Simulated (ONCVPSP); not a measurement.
Plane-wave convergence, ONCV potential for cobalt

cobalt (Co), optimised norm-conserving Vanderbilt (ONCV), made with ONCVPSP 4.0.1 (LDA (Perdew-Zunger), scalar-relativistic). Core [Ne], reference 3s2 3p6 3d7 4s2. Waves: 3s+4s: rc 1.50 bohr, ncon 4, nbas 7, qcut 6.4 1/bohr, 2 projectors; 3p: rc 1.00 bohr, ncon 5, nbas 9, qcut 14 1/bohr, 3 projectors, debl 2 Ha; 3d: rc 1.30 bohr, ncon 4, nbas 8, qcut 9.5 1/bohr, 1 projector. Local part: polynomial inside 0.80 bohr (lpopt 5, dvloc0 -1 Ha). Core correction: Teter function, fcfact 4.5, rcfact 1.7.

In the p channel the program set the typed energies aside and used -2.408, 0.250, 2.250 Ha.

Problem. For each optimised wave give the share of its norm inside rc, the residual kinetic energy above qcut (Ha) and the cutoffs (Ha) for errors of 10, 1, 0.1 and 0.01 mHa per electron.

Solution.

```csv
wave,norm inside rc,residual KE,10 mHa,1 mHa,0.1 mHa,0.01 mHa
3s,0.980,4.7e-06,10.8,14.0,16.6,19.7
4s,0.072,7.4e-05,7.6,10.8,17.6,64.6
3p,0.749,4.7e-06,27.9,62.7,80.0,92.9
p projector 2,0.047,7.2e-07,21.6,30.5,67.6,84.1
p projector 3,0.042,1.3e-06,23.6,33.6,71.5,86.9
3d,0.732,1.3e-03,38.5,48.2,133.7,179.7
```

The occupied waves need 63 Ha and 134 Ha for 1 and 0.1 mHa.
